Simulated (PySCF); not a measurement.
A side-by-side comparison of computed properties.

First species: C₄H₁₀O₂S₂Si.
Atom-mapped SMILES: `[CH3:1][S@@:2](=[O:3])[C@H:4]1[CH2:5][C@H:6]([O:7][SiH3:8])[S:9]1` (hydrogens: H10, H11, H12 on C1; H13 on C4; H14, H15 on C5; H16 on C6; H17, H18, H19 on Si8)

Structure used (GFN2-xTB), in Å, numbered top down from 1:
```
atom  x, y, z in Å
C1    -3.1976   -0.5913    0.4230
S2    -2.3777    0.8665   -0.3363
O3    -1.7879    1.6335    0.7576
C4    -0.9572   -0.1020   -1.0958
C5     0.2129    0.8340   -1.3605
C6     1.0102    0.4375   -0.1150
O7     2.3328    0.2342   -0.3282
Si8    3.4463   -0.4972    0.6156
S9    -0.0233   -1.0875    0.1147
H10   -3.9904   -0.2231    1.0652
H11   -2.4681   -1.1461    1.0058
H12   -3.6080   -1.2014   -0.3731
H13   -1.3548   -0.6693   -1.9340
H14    0.7723    0.5619   -2.2559
H15   -0.0552    1.8903   -1.4040
H16    0.8254    1.0887    0.7450
H17    3.0769   -1.8968    0.8247
H18    3.5411    0.1748    1.9123
H19    4.5924   -0.2972   -0.2535
```

Second species: C7H13PSi.
Atom-mapped SMILES: `[CH3:1][CH2:2][c:3]1[cH:4][c:5]([SiH3:6])[cH:7][p:8]1[CH3:9]` (hydrogens: H10, H11, H12 on C1; H13, H14 on C2; H15 on C4; H16, H17, H18 on Si6; H19 on C7; H20, H21, H22 on C9)

Levels: PBE0/pcSseg-1 for dipole moment, HOMO energy, LUMO energy and HOMO–LUMO gap; GFN2-xTB for rotational constant A and rotational constant C. Geometries: GFN2-xTB. Each species is one conformer at its optimised geometry, gas phase, non-relativistic unless stated; the electronic structure was computed with PySCF and density fitting.

The conformers computed, where there is a choice (atom-mapped SMILES and torsion angles):
- `[CH3:1][S@@:2](=[O:3])[C@H:4]1[CH2:5][C@H:6]([O:7][SiH3:8])[S:9]1`: C1–S2–C4–C5 -158°, C5–C6–O7–Si8 -165°
- `[CH3:1][CH2:2][c:3]1[cH:4][c:5]([SiH3:6])[cH:7][p:8]1[CH3:9]`: C1–C2–C3–C4 105°

(1) Which of the two has the higher rotational constant C, and by how much?

(2) Which of the two has the higher HOMO–LUMO gap, and by how much?

(3) Which has the higher HOMO energy?

(4) Which of the two has the higher dipole moment, and by how much?

(5) Which of the two has the higher rotational constant A, and by how much?

(6) Which has the higher LUMO energy?

Results:

(1) The second: 0.587 GHz against 0.493 GHz, a difference of 0.094 GHz.

(2) The first: 6.03 eV against 5.24 eV, a difference of 0.79 eV.

(3) The second: -6.50 eV against -6.60 eV, a difference of 0.10 eV.

(4) The first: 2.41 D against 1.31 D, a difference of 1.10 D.

(5) The first: 2.529 GHz against 1.785 GHz, a difference of 0.744 GHz.

(6) The first: -0.57 eV against -1.26 eV, a difference of 0.69 eV.

On the first: The dipole matches unit charges of opposite sign 0.50 Å apart (1 e·Å = 4.8032 D).

On the second: The dipole equals about 4.4 × 10⁻³⁰ C·m (1 D = 3.33564 × 10⁻³⁰ C·m).
